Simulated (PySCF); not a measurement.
SiH2Br2, SMILES Br[SiH2]Br.

Geometry optimised at PBE-D3(BJ)/def2-SVP.

Method: PBE-D3(BJ)/def2-SVP (PySCF 2.14.0).

Frequencies are harmonic and unscaled.

| mode | ν (cm⁻¹) | IR (km/mol) | moving atoms (share of kinetic energy) |
|---|---|---|---|
| 1 | 114 | 0.6 | Br 84 %, Si 14 % |
| 2 | 388 | 22.2 | Si 64 %, Br 31 % |
| 3 | 459 | 89.1 | Si 72 %, Br 22 % |
| 4 | 528 | 16.1 | H 82 %, Si 16 % |
| 5 | 657 | 0.0 | H 99 % |
| 6 | 812 | 260.1 | H 92 % |
| 7 | 902 | 106.9 | H 96 % |
| 8 | 2190 | 59.5 | H 98 % |
| 9 | 2208 | 75.5 | H 95 % |
